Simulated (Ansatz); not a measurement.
Cost and result up the ladder for Be₁₀ (10 atoms). The state is a singlet with charge 0. Geometry: PBE0/def2-SVP.

```xyz
10

Be    1.401   -0.368   -1.045
Be    0.025   -0.765    2.091
Be    0.695    1.616   -0.309
Be   -0.492    1.113    1.308
Be   -0.713   -1.036   -1.268
Be    1.505    0.185    0.945
Be    0.507   -1.691    0.269
Be   -1.420    0.943   -0.533
Be   -0.022    0.769   -2.090
Be   -1.485   -0.765    0.632
```

Ansatz on 4 threads of Arm Neoverse N1 on a shared host. Times are rough, and most runs start from the orbitals of an earlier one. No level here is sound enough to serve as a yardstick. Binding counts from free atoms at the same level (Be singlet; other spins of the atoms weren't run), without zero-point energy or a counterpoise term.

LC-ωPBE has ω = 0.4 bohr⁻¹. B3LYP takes the VWN-RPA correlation. HSE06 is defined as in plane-wave codes, on full-range PBE exchange. Correlated methods freeze no core orbitals. The structure comes from a short search, and lower isomers may exist.

Run but left out: HF/6-31G, B2PLYP/def2-TZVP (restricted singlet, unstable in another Hartree–Fock run and untested here).

Correlated methods converge slowly with the basis.

```csv
level,functions,wall time,binding energy per atom (eV),remarks
PBE/def2-SVP,90,1.8 s,2.16,restricted SCF unstable in HF
PBE0/def2-SVP,90,3.1 s,2.07,restricted SCF unstable in HF
PBE/def2-TZVP,190,3.9 s,2.14,restricted SCF unstable in HF
PBE/def2-TZVPD,220,4.9 s,2.14,restricted SCF unstable in HF
HSE06/def2-TZVP,190,5 s,2.05,restricted SCF unstable in HF
B3LYP/def2-TZVP,190,5.5 s,1.75,restricted SCF unstable in HF
PBE0/def2-TZVPD,220,6 s,2.04,restricted SCF unstable in HF
CAM-B3LYP/def2-TZVP,190,6 s,1.69,restricted SCF unstable in HF
MP2/def2-TZVP,190,6 s,1.89,restricted SCF unstable
r2SCAN/def2-TZVP,190,8.5 s,2.16,restricted SCF unstable in HF
r2SCAN0/def2-TZVP,190,8.5 s,2.06,restricted SCF unstable in HF
RPA@PBE/def2-TZVP,190,8.5 s,1.23,restricted SCF unstable in HF
LC-ωPBE/def2-TZVP,190,9 s,1.91,restricted SCF unstable in HF
r2SCAN/def2-TZVPD,220,11 s,2.16,restricted SCF unstable in HF
```
